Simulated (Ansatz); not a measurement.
`CNBF` + H₂S → `CNBS` + H–F at 400 K and 1 bar (ligand exchange at a B–F bond).

Computed with Ansatz on PBE0-D4/def2-TZVP structures; ΔE is electronic, products minus reactants. CBS: MP2 limit from def2 TZ/QZ plus the TZ coupled-cluster correction, frozen cores. This one scheme is used for every species. One conformer a species, not always the lowest.

```tsv
species	CCSD(T)/CBS energy (Eh)	H − E (kJ/mol)	S (J/(mol·K))
`CNBF`	-220.44549	210.7	315.1
H₂S	-398.97279	53.4	215.9
`CNBS`	-518.99817	233.1	340.2
H–F	-100.39570	36.5	182.2
```

H − E and S are ideal-gas, rigid-rotor, harmonic terms from PBE0-D4/def2-TZVP, for one conformer and one mirror image of each species. 1 Eh = 2625.50 kJ/mol, R = 8.31446 J/(mol·K).

Q: By hand: ΔE, ΔH, ΔS and ΔG.

A: ΔE = (-518.99817) + (-100.39570) − (-220.44549) − (-398.97279) = 0.02441 Eh = 64.1 kJ/mol. Δ(H − E) = 233.1 + 36.5 − 210.7 − 53.4 = 5.5, so ΔH = 69.6 kJ/mol. ΔS = 340.2 + 182.2 − 315.1 − 215.9 = -8.6 J/(mol·K). ΔG = 69.6 − 400 × (-8.6)/1000 = 73.0 kJ/mol.

Q: By hand: the equilibrium constant, and the temperature at which ΔG would vanish if ΔH and ΔS stayed fixed.

A: log₁₀ K = −ΔG/(RT ln 10) = -9.5. ΔH and −TΔS have one sign here, so there is no such temperature.

The number of gas molecules stays the same, so ΔS is small and ΔH decides. A doubt of 5 kJ/mol in ΔE shifts log₁₀ K by 0.7 here. Other conformers and mirror images would add mixing entropy, several J/(mol·K) or more a flexible species. These are equilibria of isolated gas molecules and say nothing of rates. Largest T1 diagnostic: 0.012 (customary marks: 0.02 for closed shells, 0.045 for open ones).

ΔS is within the doubt of such terms, so its sign, and with it that verdict, could turn.
